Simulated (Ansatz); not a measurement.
Reaction (isomerisation): `B[SiH2]C(O)F` → `B[SiH](F)OC`

Gas-phase electronic energies from Ansatz, PBE0-D4/def2-TZVP geometries. CBS: MP2 limit from def2 TZ/QZ plus the TZ coupled-cluster correction, frozen cores. Functionals use def2-TZVPP. B3LYP here is the variant with VWN-RPA as its local correlation; programs differ in this. HSE06 is defined as in plane-wave codes. Each species was taken in one conformer, which may not be the lowest.

`B[SiH2]C(O)F`:

Z-matrix (Å, degrees):
```
Si
C 1 1.915
B 1 2.007 2 112.2
H 1 1.490 2 107.7 3 -125.2
H 1 1.493 2 107.2 3 119.0
F 2 1.399 1 108.6 3 -61.0
O 2 1.380 1 108.3 3 58.1
H 2 1.098 1 113.5 3 -177.3
H 3 1.196 1 120.1 2 -166.4
H 3 1.193 1 121.8 2 15.6
H 7 0.963 2 109.7 1 171.8
```

`B[SiH](F)OC`:

Z-matrix (Å, degrees):
```
Si
F 1 1.606
O 1 1.631 2 111.3
B 1 2.010 2 109.5 3 115.1
H 1 1.489 2 104.4 3 -117.2
C 3 1.411 1 126.0 2 -77.6
H 4 1.195 1 122.6 2 130.0
H 4 1.195 1 119.7 2 -51.4
H 6 1.091 3 108.6 1 -150.4
H 6 1.096 3 111.6 1 -30.6
H 6 1.093 3 110.3 1 90.5
```

```
             level  ΔE (kJ/mol)  difference from CCSD(T)/CBS
       LDA (SPW92)       -269.6                         38.4
         revPBE-D4       -271.7                         36.3
           BLYP-D4       -289.6                         18.4
         r2SCAN-D4       -294.3                         13.7
            B97M-V       -303.6                          4.4
           PBE0-D4       -285.0                         23.0
          B3LYP-D4       -299.0                          9.0
        r2SCANh-D4       -297.0                         11.0
        r2SCAN0-D4       -300.8                          7.2
          HSE06-D4       -284.6                         23.4
          BHLYP-D4       -313.1                         -5.1
      CAM-B3LYP-D4       -303.7                          4.3
           ωB97X-V       -293.9                         14.1
           ωB97M-V       -296.7                         11.3
          PBE-QIDH       -303.0                          5.0
               PBE       -273.2                         34.8
            revPBE       -272.9                         35.1
            r2SCAN       -294.4                         13.6
              PBE0       -285.5                         22.5
             B3LYP       -299.9                          8.1
           r2SCANh       -297.2                         10.8
           r2SCAN0       -301.0                          7.0
             HSE06       -285.0                         23.0
             BHLYP       -313.8                         -5.8
         CAM-B3LYP       -304.2                          3.8
           LC-ωPBE       -293.6                         14.4
RPA@PBE/def2-TZVPP       -295.8                         12.2
       HF/def2-SVP       -287.9                         20.1
     CCSD/def2-SVP       -273.5                         34.5
     HF/def2-TZVPP       -324.4                        -16.4
    MP2/def2-TZVPP       -316.4                         -8.4
SCS-MP2/def2-TZVPP       -315.8                         -7.8
   CCSD/def2-TZVPP       -307.5                          0.5
CCSD(T)/def2-TZVPP       -303.3                          4.7
     HF/def2-QZVPP       -328.4                        -20.4
    MP2/def2-QZVPP       -320.5                        -12.5
SCS-MP2/def2-QZVPP       -320.0                        -12.0
      HF/CBS(def2)       -329.0                        -21.0
     MP2/CBS(def2)       -321.1                        -13.1
    CCSD/CBS(def2)       -312.2                         -4.2
       CCSD(T)/CBS       -308.0                            0
```

Largest T1 diagnostic among the species: 0.012.

From PBE to PBE0 (25 % exact exchange), in def2-TZVPP and without D4, ΔE moves by −12.3 kJ/mol. Leaving LDA and LC-ωPBE aside and taking each functional with its dispersion term where it has one, the values spread over 41.3 kJ/mol, from BHLYP-D4 to revPBE-D4. LDA lies +3.6 kJ/mol from PBE without D4. At CCSD(T), def2-SVP lies +38.1 kJ/mol from the extrapolated value and def2-TZVPP +4.7 kJ/mol.
